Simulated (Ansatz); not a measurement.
Harmonic frequencies (cm⁻¹) at PBE0-D4/def2-TZVP from Ansatz: 81, 120, 300, 437, 472, 598, 849, 924, 935, 2208, 2226, 2232.

(1) Which molecule is it?
A. `CO[C]=O`•
B. `N[Si](F)Cl`•
C. `[F][Sb][SiH3]`•
D. `[NH2][SnH][F]`•

Answers

(1) C.
